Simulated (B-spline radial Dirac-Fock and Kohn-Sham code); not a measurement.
# Conversion-electron coefficients: Pb, 2000 keV

Z = 82 (lead), transition energy 2000 keV. These are calculated numbers from a radial B-spline solver; the model is a Dirac-Hartree-Slater potential of the neutral atom with a Latter tail (no hole, which puts coefficients of high multipoles low close above an edge), finite nucleus with surface currents. Subshells that would emit electrons below 1 keV are left out, and so is internal pair formation.

```
subshell  electron energy (keV)        E1        E3        M2        M3        M5
       K                1911.99  0.000644   0.00288   0.00594   0.00978    0.0217
      L1                1984.14  8.78e-05  0.000435  0.000921   0.00158   0.00389
      L2                1984.80  4.33e-06  8.55e-05  8.73e-05  0.000192  0.000709
      L3                1986.96  3.15e-06  1.14e-05  6.65e-06  2.01e-05  0.000185
      M1                1996.15  2.00e-05  0.000101  0.000214  0.000371  0.000926
      M2                1996.45  1.12e-06  2.24e-05  2.28e-05  5.05e-05  0.000188
      M3                1996.93  8.39e-07  3.08e-06  1.80e-06  5.55e-06  5.23e-05
      M4                1997.41  2.41e-09  1.90e-08  1.10e-08  5.76e-08  7.94e-07
      M5                1997.52  7.68e-09  1.61e-08  9.52e-09  1.40e-08  1.13e-07
      N1                1999.11  5.17e-06  2.62e-05  5.56e-05  9.66e-05  0.000242
      N2                1999.24  2.87e-07  5.76e-06  5.87e-06  1.30e-05  4.86e-05
      N3                1999.36  2.13e-07  7.85e-07  4.57e-07  1.42e-06  1.35e-05
      N4                1999.57  6.74e-10  5.32e-09  3.08e-09  1.62e-08  2.24e-07
      N5                1999.59  2.12e-09  4.47e-09  2.63e-09  3.86e-09  3.16e-08
      N6                1999.86  4.86e-13  1.69e-12  7.65e-13  1.70e-12  3.86e-11
      N7                1999.86  2.75e-12  4.83e-12  3.24e-12  4.25e-12  9.92e-12
   total                         0.000768   0.00357   0.00727    0.0121    0.0281
```

Q: For a pure M5 transition, what fraction of decays emits a photon?

A: 1/(1 + α) = 0.973 with the total α = 0.0281; the total includes the outer subshells that are not listed, and pair formation is not counted.
